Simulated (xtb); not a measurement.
C2H6Mg (SMILES [CH3][Mg][CH3]), singlet, from a rough starting geometry (GFN-xTB shapes and energies of metal compounds can be far from the true ones); GFN2-xTB in xtb.

Input for xtb:
```
$ xtb mol.xyz --gfn 2 --opt vtight --json

# file mol.xyz
9

Mg    -0.01379231     0.03836767     0.02490757
C      1.65462508     0.21870819    -1.30972027
H      2.38068912    -0.59027349    -1.25155976
H      2.16509761     1.20052524    -1.20709423
H      1.27999176     0.30914697    -2.35699197
C     -1.69162604    -0.26967020     1.34898112
H     -2.19707889    -1.20010793     1.10319205
H     -2.36485101     0.55938455     1.30512332
H     -1.34954352    -0.30453224     2.35174006
```

The log (banner, timings and long lists left out):

```
   ID    Z sym.   atoms
    1   12 Mg     1
    2    6 C      2, 6
    3    1 H      3-5, 7-9

           -------------------------------------------------
          |                Calculation Setup                |
           -------------------------------------------------

           -------------------------------------------------
          |                 G F N 2 - x T B                 |
           -------------------------------------------------

          ...................................................
          :                      SETUP                      :
          :.................................................:
          :  # basis functions                  24          :
          :  # atomic orbitals                  23          :
          :  # shells                           13          :
          :  # electrons                        16          :
          :  max. iterations                   250          :
          :  Hamiltonian                  GFN2-xTB          :
          :  restarted?                      false          :
          :  GBSA solvation                  false          :
          :  PC potential                    false          :
          :  electronic temp.          300.0000000     K    :
          :  accuracy                    1.0000000          :
          :  -> integral cutoff          0.2500000E+02      :
          :  -> integral neglect         0.1000000E-07      :
          :  -> SCF convergence          0.1000000E-05 Eh   :
          :  -> wf. convergence          0.1000000E-03 e    :
          :  Broyden damping             0.4000000          :
          :  net charge                          0          :
          :  unpaired electrons                  0          :
          ...................................................

 iter      E             dE          RMSdq      gap      omega  full diag
   1     -6.8790714 -0.687907E+01  0.228E+01    0.25       0.0  T
   2     -7.1407123 -0.261641E+00  0.121E+01    5.92       1.0  T
   3     -7.8521656 -0.711453E+00  0.424E+00    2.05       1.0  T
   4     -7.8446508  0.751482E-02  0.442E+00    1.96       1.0  T
   5     -7.8888876 -0.442368E-01  0.426E+00    1.88       1.0  T
   6     -7.8829379  0.594970E-02  0.368E+00    1.79       1.0  T
   7     -7.8910037 -0.806574E-02  0.144E+00    2.30       1.0  T
   8     -7.8956357 -0.463199E-02  0.904E-01    2.21       1.0  T
   9     -7.8966559 -0.102022E-02  0.563E-01    2.20       1.0  T
[...]
 * total energy  :    -7.7960951 Eh     change       -0.5467341E-04 Eh
 * total energy  :    -7.7961188 Eh     change       -0.2369923E-04 Eh
 * total energy  :    -7.7961350 Eh     change       -0.1619884E-04 Eh
 * total energy  :    -7.7961437 Eh     change       -0.8677258E-05 Eh
 * total energy  :    -7.7961483 Eh     change       -0.4629646E-05 Eh
 * total energy  :    -7.7961512 Eh     change       -0.2905211E-05 Eh
 * total energy  :    -7.7961531 Eh     change       -0.1848597E-05 Eh
 * total energy  :    -7.7961541 Eh     change       -0.1022073E-05 Eh
 * total energy  :    -7.7961547 Eh     change       -0.6014646E-06 Eh
 * total energy  :    -7.7961551 Eh     change       -0.3714610E-06 Eh
 * total energy  :    -7.7961553 Eh     change       -0.2183879E-06 Eh
 * total energy  :    -7.7961554 Eh     change       -0.6336531E-07 Eh
   *** GEOMETRY OPTIMIZATION CONVERGED AFTER 35 ITERATIONS ***
         :: total energy              -7.796155364857 Eh    ::
[...]
     3   1 H        0.926     0.021     2.724     2.581
     4   1 H        0.925     0.021     2.725     2.582
     5   1 H        0.925     0.020     2.741     2.589
     6   6 C        3.570    -0.252    26.591     7.503
     7   1 H        0.927     0.022     2.710     2.574
     8   1 H        0.925     0.020     2.730     2.584
     9   1 H        0.925     0.019     2.744     2.590

 Mol. C6AA /au·bohr⁶  :        899.159464
 Mol. C8AA /au·bohr⁸  :      33959.945165
 Mol. α(0) /au        :         55.529073

Wiberg/Mayer (AO) data.
largest (>0.10) Wiberg bond orders for each atom

 ---------------------------------------------------------------------------
     #   Z sym  total        # sym  WBO       # sym  WBO       # sym  WBO
 ---------------------------------------------------------------------------
     1  12 Mg   1.872 --     6 C    0.791     2 C    0.791
     2   6 C    3.878 --     4 H    0.958     5 H    0.945     3 H    0.942
                             1 Mg   0.791     6 C    0.235
     3   1 H    1.000 --     2 C    0.942
     4   1 H    0.999 --     2 C    0.958
     5   1 H    1.000 --     2 C    0.945
     6   6 C    3.879 --     8 H    0.957     9 H    0.948     7 H    0.941
                             1 Mg   0.791     2 C    0.235
     7   1 H    1.000 --     6 C    0.941
     8   1 H    0.999 --     6 C    0.957
     9   1 H    1.000 --     6 C    0.948
 ---------------------------------------------------------------------------

Topologies differ in total number of bonds
Writing topology from bond orders to xtbtopo.mol

molecular dipole:
                 x           y           z       tot (Debye)
 q only:       -0.019       0.695       0.112
   full:       -0.025       0.916       0.150       2.359
molecular quadrupole (traceless):
                xx          xy          yy          xz          yz          zz
 q only:       -2.428      -0.684       3.531       3.060       0.856      -1.102
  q+dip:       -2.326      -0.396       4.062       1.091       0.997      -1.736
   full:       -3.147      -0.820       4.745       3.455       1.152      -1.598

optimized geometry written to: xtbopt.xyz

           -------------------------------------------------
          | TOTAL ENERGY               -7.796155364857 Eh   |
          | GRADIENT NORM               0.000042757068 Eh/α |
          | HOMO-LUMO GAP               2.379768536094 eV   |
           -------------------------------------------------

normal termination of xtb
```
